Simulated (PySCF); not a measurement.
A PySCF script (with the pyscf-properties extension) for the NMR shieldings of `B[C@@]1([SiH](C)C)C[C@H]1F`, C₅H₁₂BFSi, on a GFN2-xTB geometry:

```python
import basis_set_exchange as bse
import numpy as np
from pyscf import gto, dft
from pyscf.prop import nmr

atoms = """
B    -1.335865    1.156500   -0.806516
C    -0.945393   -0.026337    0.107509
Si    0.947725   -0.294653    0.150641
C     1.602067   -0.630804   -1.600611
C     1.770848    1.239743    0.912605
C    -1.684845   -0.362447    1.381172
C    -1.746504   -1.282430    0.208312
F    -2.926593   -1.365436   -0.481986
H    -1.537358    2.213599   -0.345289
H    -1.369520    1.011389   -1.966819
H     1.189323   -1.470694    1.013645
H     1.098178   -1.475934   -2.059756
H     2.665378   -0.849249   -1.585157
H     1.451009    0.229466   -2.246408
H     2.842189    1.098465    1.014734
H     1.611219    2.118225    0.293722
H     1.372847    1.459276    1.898695
H    -2.577107    0.202621    1.608125
H    -1.141037   -0.694720    2.254275
H    -1.291708   -2.265901    0.246071
"""
names = dict.fromkeys(["B", "C", "Si", "F", "H"], "pcSseg-1")
basis = {el: gto.basis.parse(bse.get_basis(n, elements=[el], fmt="nwchem")) for el, n in names.items()}
mol = gto.M(atom=atoms, basis=basis, charge=0, verbose=0)
mf = dft.RKS(mol, xc="PBE0")
mf.grids.level = 2
mf.grids.alignment = dft.numint.BLKSIZE   # the property module wants whole blocks of grid points
mf.conv_tol = 1e-9
mf.kernel()

calc = nmr.RKS(mf)   # GIAO
C = mf.mo_coeff
Co = C[:, mf.mo_occ > 0]
resp = mf.gen_response(singlet=True, hermi=2)
def vind(x):   # induced exchange potential for any number of trial vectors
    d = np.einsum("pi,xij,qj->xpq", C, 2 * x.reshape(-1, C.shape[1], Co.shape[1]), Co, optimize=True)
    return np.einsum("xpq,pi,qj->xij", resp(d - d.transpose(0, 2, 1)), C, Co, optimize=True).ravel()
mo1, _ = nmr.rhf.solve_mo1(calc, with_cphf=vind)
sigma = calc.kernel(mo1)
for i, s in enumerate(sigma):   # ppm
    w = np.linalg.eigvalsh((s + s.T) / 2)
    print("%2d %-2s iso %8.1f  s11 %8.1f  s22 %8.1f  s33 %8.1f" % (i, mol.atom_pure_symbol(i), w.mean(), *w))
```

Question: What are the results?

Answer: 
```
 0 B  iso     11.4  s11    -60.3  s22    -34.8  s33    129.3
 1 C  iso    155.5  s11    112.3  s22    145.3  s33    208.9
 2 Si iso    352.9  s11    324.0  s22    345.0  s33    389.7
 3 C  iso    188.6  s11    185.4  s22    188.4  s33    192.0
 4 C  iso    189.4  s11    186.3  s22    189.1  s33    192.8
 5 C  iso    168.5  s11    145.4  s22    161.3  s33    198.8
 6 C  iso    104.6  s11     53.0  s22     80.8  s33    180.1
 7 F  iso    386.5  s11    313.3  s22    372.6  s33    473.7
 8 H  iso     23.6  s11     16.0  s22     26.9  s33     27.9
 9 H  iso     23.7  s11     15.6  s22     26.9  s33     28.7
10 H  iso     27.9  s11     25.0  s22     26.9  s33     31.7
11 H  iso     31.0  s11     26.2  s22     29.3  s33     37.6
12 H  iso     31.6  s11     27.0  s22     28.5  s33     39.4
13 H  iso     31.5  s11     27.5  s22     29.2  s33     37.8
14 H  iso     31.7  s11     26.9  s22     28.6  s33     39.6
15 H  iso     31.9  s11     27.8  s22     29.7  s33     38.1
16 H  iso     31.3  s11     26.3  s22     29.7  s33     37.9
17 H  iso     30.5  s11     25.6  s22     27.2  s33     38.7
18 H  iso     30.6  s11     25.7  s22     28.5  s33     37.6
19 H  iso     26.9  s11     22.2  s22     28.2  s33     30.4
```

These numbers come from an equivalent density-fitted implementation of the same equations, which agrees with the script to about 0.01 ppm for H and up to a few tenths of a ppm for heavy atoms, so last digits may differ.

Size and cost of the density-fitted run: 203 basis functions, 80 s wall time on 1 thread of an Arm Neoverse N1, shared host; peak memory 0.92 GiB.
